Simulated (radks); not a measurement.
The numbers below are computed, except where a source is named.
Task: Fe3+, 23 electrons, occupied as [Ar] 3d5 (the NIST ground configuration). Level of theory: non-relativistic Kohn-Sham, exchange-only r2SCAN, spin-polarised, spherical densities, point nucleus; open shells are filled with parallel spins first; meta-GGA in the generalised Kohn-Sham scheme (a radial shooting solver on a logarithmic mesh with Libxc functionals). Some entries of the table are withheld. Estimate them.

orbital  occ.  eigenvalue (eV)  <1/r> (bohr^-1)  <r^2> (bohr^2)
1s down     1        -6994.010            25.51        0.004694
1s up       1        -6993.971            25.51        0.004694
2s up       1        -853.5622            5.475         0.08593
2s down     1        -849.7731            5.493         0.08534
2p up       3              (1)            5.411         0.06899
2p down     3              (2)            5.427         0.06839
3s up       1        -134.6717            1.739             (3)
3s down     1        -126.0281            1.719             (4)
3p up       3        -100.4878            1.618          0.8381
3p down     3         -91.8673            1.597          0.8588
3d up       5         -45.0319            1.327           1.175
3d down     0         -36.4529            1.290           1.299

Result: 
(1) 2p up eigenvalue (eV): -739.5403
(2) 2p down eigenvalue (eV): -736.7090
(3) 3s up <r^2> (bohr^2): 0.7558
(4) 3s down <r^2> (bohr^2): 0.7693
